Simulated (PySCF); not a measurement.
V(OH)3 (H3O3V), SMILES [OH][V]([OH])[OH] (connectivity only; charge and spin as stated), neutral, multiplicity 3.

The structure is a stationary point at PBE-D3(BJ)/def2-SVP. The multiplicity is an assumed one; other spin states were not compared. The values are those of a single conformer.

The numbers are results of PySCF with PBE-D3(BJ)/def2-SVP, not measurements.

Frequencies are harmonic and unscaled.

Q: Estimate the vibrational spectrum. (An estimate is asked for; the answer gives what the named calculation found.)

A: 
| mode | ν (cm⁻¹) | IR (km/mol) | moving atoms (share of kinetic energy) |
|---|---|---|---|
| 1 | 109 | 0.2 | H 89 %, O 10 % |
| 2 | 125 | 3.2 | V 41 %, O 35 %, H 25 % |
| 3 | 177 | 1.0 | O 62 %, H 20 %, V 18 % |
| 4 | 185 | 7.0 | O 64 %, H 24 %, V 12 % |
| 5 | 324 | 100.4 | H 78 %, O 21 % |
| 6 | 342 | 230.5 | H 80 %, O 20 % |
| 7 | 372 | 199.6 | H 81 %, O 18 % |
| 8 | 444 | 115.0 | H 67 %, O 29 % |
| 9 | 654 | 145.3 | H 72 %, O 27 % |
| 10 | 676 | 16.3 | O 79 %, H 19 % |
| 11 | 754 | 128.6 | O 56 %, V 33 %, H 12 % |
| 12 | 781 | 151.9 | O 56 %, V 36 %, H 8 % |
| 13 | 3650 | 31.1 | H 94 % |
| 14 | 3774 | 110.4 | H 94 % |
| 15 | 3776 | 134.3 | H 94 % |
